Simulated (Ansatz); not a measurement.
Cost and result up the ladder for the cluster Li5Si (6 atoms). Charge 0, multiplicity 2. Geometry: PBE-D4/def2-TZVP.

```tsv
atom	x (Å)	y (Å)	z (Å)
Li1	0.562	-0.617	-1.673
Li2	2.155	-0.015	1.079
Li3	-2.326	0.243	-0.523
Li4	-0.427	-2.152	1.006
Li5	0.213	2.347	-0.441
Si6	-0.177	0.194	0.552
```

Ansatz on 4 threads of Intel Xeon 6975P-C on a shared host. Times are rough, and most runs start from the orbitals of an earlier one. ωB97X-V/def2-TZVP serves as the yardstick here, not as an exact answer. Differences are given only for rows in sets of like size (and for xTB, whose basis is part of the method), since another set adds its own error. Binding counts from free atoms at the same level (Li doublet, Si triplet; other spins of the atoms weren't run), without zero-point energy or a counterpoise term.

B3LYP takes the VWN-RPA correlation. Correlated methods freeze 5 core orbitals; core or outer-core shells of Li are correlated, in sets that lack core-valence functions. The structure comes from a short search, and lower isomers may exist.

Run but left out: MP2/def2-TZVP (⟨S²⟩ 1.01, where a pure state has 0.75).

Correlated methods converge slowly with the basis.

| level | functions | wall time | binding energy per atom (eV) | difference from ωB97X-V/def2-TZVP (eV) | remarks |
| --- | --- | --- | --- | --- | --- |
| LDA (SPW92)/def2-TZVP | 107 | 0.35 s | 1.64 | 0.31 | – |
| PBE-D4/def2-SVP | 63 | 0.65 s | 1.50 | – | – |
| BLYP-D4/def2-TZVP | 107 | 0.85 s | 1.37 | 0.04 | – |
| B3LYP-D4/6-31G | 58 | 1 s | 1.32 | – | – |
| PBE-D4/def2-TZVPD | 128 | 1.1 s | 1.46 | 0.13 | – |
| RPA@PBE/def2-TZVP | 107 | 1.2 s | 1.14 | -0.19 | – |
| PBE0-D4/def2-TZVPD | 128 | 1.4 s | 1.41 | 0.07 | – |
| r2SCAN-D4/def2-TZVP | 107 | 1.6 s | 1.44 | 0.11 | – |
| r2SCAN-D4/def2-TZVPD | 128 | 2.1 s | 1.45 | 0.12 | – |
| PBE0-D4/def2-TZVP | 107 | 2.4 s | 1.40 | 0.07 | – |
| B97M-V/def2-TZVP | 107 | 3 s | 1.47 | 0.14 | – |
| ωB97X-V/def2-TZVP | 107 | 4.2 s | 1.33 | 0.00 | – |
| CCSD(T)/def2-TZVPD | 128 | 9.5 s | 1.35 | 0.02 | spin-contaminated (⟨S²⟩ 0.99) |
| CCSD(T)/def2-TZVPP | 137 | 11 s | 1.38 | 0.05 | spin-contaminated (⟨S²⟩ 1.01) |
